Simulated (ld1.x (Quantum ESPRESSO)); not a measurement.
**hafnium, TM: configuration errors across variants**

hafnium, norm-conserving Troullier–Martins (Kleinman–Bylander form), made with ld1.x (Quantum ESPRESSO) 7.5 (PBE, scalar-relativistic). Core [Xe] 4f14, reference 5d2 6s2 6p0. Waves: 6p (bound, empty): rc 4.20 bohr; 5d (bound): rc 3.00 bohr; 6s (bound): rc 2.60 bohr. Local part: the s channel. Core correction: none.

All-electron excitation energies from the reference (eV): (1) 5d2 6s1 6p0 7.976; (2) 5d2 6s0 6p0 22.156; (3) 5d1 6s0 6p0 43.950; (4) 5d2 6s0 6p2 7.862; (5) 5d2 6s1.5 6p0 3.254; (6) 5d2 6s1 6p1 3.826; (7) 5d2 6s0 6p1 12.655.

2 further variants failed, have other tests or too few solved ones, and are left out.

Errors AE − PS in meV (a dash: test not solved or not reliable):

| change | (1) | (2) | (3) | (4) | (5) | (6) | (7) | bound ghosts |
| --- | --- | --- | --- | --- | --- | --- | --- | --- |
| base | +6.6 | +134 | +302 | +23 | 0.0 | +2.8 | +39 | none |
| core correction a·sin(br)/r model core inside 3.14 bohr | -4.5 | +35 | +64 | -2.6 | -1.8 | -2.5 | +5.5 | none |
| wave 5d (bound): rc 3.00 bohr becomes 5d (bound): rc 2.72 bohr | +5.8 | +133 | +297 | +24 | -0.2 | +2.8 | +39 | none |
| wave 6s (bound): rc 2.60 bohr becomes 6s (bound): rc 3.96 bohr | +5.6 | +65 | +99 | -41 | +0.6 | -8.6 | -21 | none |
| local potential the p channel | +3.1 | +96 | +232 | +14 | -0.5 | +1.2 | +24 | none |
| wave 6p (bound): rc 4.20 bohr becomes 6p (bound): rc 3.04 bohr | +6.6 | +134 | +302 | +27 | 0.0 | +3.3 | +41 | none |

(1) Give the same row for: all radii scaled by about 1.07 (s 2.78, p 4.48, d 3.20 bohr).

## Answers

(1) +6.8, +129, +310, +29, +0.1, +4.1, +45; bound ghosts: none.
